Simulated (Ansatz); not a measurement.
`C[CH](C)[In]([NH2])[NH2]` → `[NH2][InH][NH2]` + `C=CC`  (β-hydride elimination)

Computed with Ansatz on PBE0-D4/def2-TZVP structures; ΔE is electronic, products minus reactants. CBS: MP2 limit from def2 TZ/QZ plus the TZ coupled-cluster correction, frozen cores. Functionals use def2-TZVPP. HSE06 is defined as in plane-wave codes. Elements past krypton have def2 core potentials. For In outer-core shells are correlated without core-valence functions, which leaves a few kJ/mol of doubt a bond. Each species was taken in one conformer, which may not be the lowest.

| species | HSE06 energy (Eh) |
| --- | --- |
| `C[CH](C)[In]([NH2])[NH2]` | -420.38948 |
| `[NH2][InH][NH2]` | -302.56125 |
| `C=CC` | -117.79081 |

Q: Work out ΔE.

A: ΔE = (-302.56125) + (-117.79081) − (-420.38948) = 0.03742 Eh = +98.2 kJ/mol. CCSD(T)/CBS gives +105.7 kJ/mol.

Largest T1 diagnostic among the species: 0.015.

From PBE to PBE0 (25 % exact exchange), in def2-TZVPP and without D4, ΔE moves by +6.9 kJ/mol. The D4 term adds +18.1 kJ/mol with B3LYP and +10.4 kJ/mol with PBE0; it sums over pairs of atoms, weighted by their polarisabilities, and B3LYP, whose exchange is more repulsive, gets the larger term. In def2-TZVPP, CCSD(T) changes the Hartree–Fock value by +47.6 kJ/mol (the triples alone add +4.1 kJ/mol) and MP2 by +63.5 kJ/mol.

B3LYP here is the variant with VWN-RPA as its local correlation; programs differ in this.
